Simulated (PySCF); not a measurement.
Numbering as in the mapped SMILES `[CH2:1]=[CH:2][c:3]1[cH:4][cH:5][c:6]2[c:7]([cH:8]1)[CH2:9][CH2:10]2`. Each H is labelled by its parent atom. Ha(C1) is cis to C3; Hb(C1) is trans to C3.

[PySCF 2.14.0 with density-fitted response routines: shieldings: GIAO PBE0/pcSseg-1; geometry from GFN2-xTB; single conformer; equivalent nuclei averaged; non-relativistic; no solvent]

Shifts are taken against calculated references (same method and geometry level): $^{13}$C against TMS.

Task: Do the $^{13}$C shifts follow the atomic charges (in e)? Tabulate both.

Result: 
```
atoms  hybridisation  δ (ppm)  σ para (ppm)  Hirshfeld    IAO  Mulliken  ESP-fitted
   C6            sp2    151.6          -229      -0.00  -0.00     -0.16       +0.13
   C7            sp2    151.3          -223      -0.00  +0.00     -0.17       +0.12
   C2            sp2    146.2          -208      -0.05  -0.13     -0.14       -0.12
   C3            sp2    140.8          -213      -0.00  -0.00     -0.21       +0.14
   C4            sp2    135.4          -201      -0.05  -0.15     -0.06       -0.22
   C5            sp2    127.8          -193      -0.05  -0.16     -0.06       -0.30
   C8            sp2    121.4          -187      -0.05  -0.16     +0.02       -0.32
   C1            sp2    116.3          -185      -0.10  -0.32     -0.12       -0.44
  C10            sp3     30.4          -100      -0.07  -0.27     -0.08       -0.17
   C9            sp3     30.1           -95      -0.07  -0.27     -0.08       -0.18
```

Correlation coefficients of δ with charge over these carbons: Hirshfeld +0.53, IAO +0.71, Mulliken -0.35, ESP-fitted +0.33; with the paramagnetic shielding -1.00. Among the 8 sp2 carbons alone: Hirshfeld +0.84, IAO +0.86, Mulliken -0.66, ESP-fitted +0.90. With so few points, grouped by hybridisation, these coefficients are fragile. Charge is one influence among several: hybridisation and low-lying excitations act through the paramagnetic term.

Shifts are as computed. Against solution values, carbons near 30 ppm lie about +3 ppm off and those near 130 ppm about +5 ppm. Of 1211 compounds with measured shifts, 218 miss one by over three times the rms of a fit or turn the order of signals round; such compounds aren't used in these exercises.
